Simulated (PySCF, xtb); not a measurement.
SiF2I2, SMILES F[Si](F)(I)I.

GFN2-xTB (xtb) at its own geometry gives an orbital gap of 5.44 eV and a dipole moment of 1.91 D.

The structure is a stationary point at B3LYP-D3(BJ)/def2-SVP. The def2 effective core potentials stand for the cores of I; spin–orbit coupling is left out.

### Question
What does M06-2X/def2-TZVP run with PySCF give? (An estimate is asked for; the answer gives what the named calculation found.)

### Answer
gap 8.14 eV (levels -9.29 and -1.15 eV), dipole 1.38 D.
